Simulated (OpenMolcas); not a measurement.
An OpenMolcas run meant for Pb III (ANO-RCC-VTZP, DKH2; inactive shells 1s 2s 2p 3s 3p 3d 4s 4p 4d 4f 5s 5p 5d; intended active space 2 electrons in 9 orbitals (RAS2 6s 6p; RAS3 6d, at most 2 electrons)). One step of its input:

```
&CASPT2
Multistate=1 1
Frozen=15 19
IPEA=-0.5
Imaginary=0.1
MaxIter=60
WThr=0.0 0.3 0.05
PrWF=0.5
NoMix
```

The run finished. Its levels beside those of a sound run (SS-RASPT2, IPEA 0.25 Eh, imaginary shift 0.1 Eh (closed shells correlated: 5d)), in cm-1 above each run's lowest level:

```json
{"Level": "6s2 1S0", "This run": "0.0", "Usual run": "0.0"}
{"Level": "6s 6p 3P* 0", "This run": "62616", "Usual run": "62545"}
{"Level": "6s 6p 3P* 1", "This run": "66126", "Usual run": "66114"}
{"Level": "6s 6p 3P* 2", "This run": "77861", "Usual run": "77789"}
{"Level": "6s 6p 1P* 1", "This run": "92319", "Usual run": "93229"}
```

Task: Which setting is unsound, and how much does it matter here?

Result: The IPEA shift is negative. Against the sound run the excited levels shown move by 270 cm-1 on average and by 910 cm-1 at most.

Some high roots are left out of the spin-orbit mixing, which shifts the levels that they would mix with. Active for correlation alone: 6d; no level in the range computed is led by a configuration that fills it, so any true level of that kind is missing. Spin-orbit splittings of 6p shells tend to come out small when the coupling is added on scalar orbitals. Levels of configurations outside the active space are missing.

* marks odd parity.
